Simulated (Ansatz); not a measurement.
Reaction (cleavage of the Ge–Si bond): `[GeH3][SiH2][GeH2][SiH2][GeH2][GeH3]` + HCl → `[Cl][GeH3]` + `[SiH3][GeH2][SiH2][GeH2][GeH3]`

Computed with Ansatz on PBE0-D4/def2-TZVP structures; ΔE is electronic, products minus reactants. CCSD(T)/CBS adds triple-zeta CCSD(T) − MP2 to the extrapolated MP2 energy (def2 sets, frozen cores). This one scheme is used for every species. DFT in def2-TZVPP. B3LYP here is the variant with VWN-RPA as its local correlation; programs differ in this. HSE06 is defined as in plane-wave codes. For Ge outer-core shells are correlated without core-valence functions, which leaves a few kJ/mol of doubt a bond. Scalar relativity is left out up to krypton. One conformer a species, not always the lowest.

`[GeH3][SiH2][GeH2][SiH2][GeH2][GeH3]`:

Cartesian coordinates in Å:
```
Ge -2.553 -0.948 0.348
Si -0.634 -2.302 0.736
Ge 1.198 -1.712 -0.670
Si 2.429 0.102 0.255
Ge 0.942 1.877 0.797
Ge -0.355 2.485 -1.160
H -2.936 -0.986 -1.141
H -3.745 -1.463 1.173
H -2.294 0.516 0.743
H -1.012 -3.722 0.493
H -0.219 -2.177 2.161
H 2.122 -2.932 -0.855
H 0.665 -1.319 -2.061
H 3.442 0.586 -0.725
H 3.142 -0.368 1.475
H -0.007 1.414 1.919
H 1.710 3.109 1.309
H 0.550 3.204 -2.175
H -0.922 1.223 -1.831
H -1.523 3.414 -0.790
```

HCl:

Cartesian coordinates in Å:
```
Cl -0.115 -0.621 -0.098
H 0.115 0.621 0.098
```

`[Cl][GeH3]`:

Z-matrix (Å, degrees):
```
Ge
Cl 1 2.155
H 1 1.532 2 107.1
H 1 1.532 2 107.1 3 -120.0
H 1 1.532 2 107.1 3 120.0
```

`[SiH3][GeH2][SiH2][GeH2][GeH3]`:

Cartesian coordinates in Å:
```
Si -0.449 -2.184 -1.467
Ge -1.814 -0.361 -0.778
Si -0.558 1.660 -0.846
Ge 1.505 1.291 0.282
Ge 1.091 0.270 2.441
H -1.203 -3.465 -1.432
H 0.041 -1.949 -2.851
H 0.725 -2.291 -0.560
H -2.288 -0.602 0.668
H -3.065 -0.260 -1.672
H -0.314 2.053 -2.262
H -1.303 2.759 -0.173
H 2.284 2.607 0.469
H 2.380 0.340 -0.558
H 0.184 1.178 3.288
H 2.404 0.033 3.204
H 0.382 -1.081 2.249
```

Task: Is it downhill or uphill in electronic energy at CCSD(T)/CBS, and by how much? (Estimate.)

Result: The calculation gave: Downhill: ΔE = -0.42 eV.

Task: What do these levels give: r2SCAN-D4, B3LYP-D4, HSE06-D4, CAM-B3LYP-D4, ωB97X-V, revPBE? (Best estimate.)

Result: Ansatz gave: r2SCAN-D4 -0.45, B3LYP-D4 -0.46, HSE06-D4 -0.39, CAM-B3LYP-D4 -0.50, ωB97X-V -0.50, revPBE -0.50 eV.

Largest T1 diagnostic among the species: 0.012.

From BLYP to BHLYP (50 % exact exchange), in def2-TZVPP and without D4, ΔE moves by −0.07 eV. The D4 term adds +0.14 eV with B3LYP and +0.09 eV with PBE0; it sums over pairs of atoms, weighted by their polarisabilities, and B3LYP, whose exchange is more repulsive, gets the larger term.
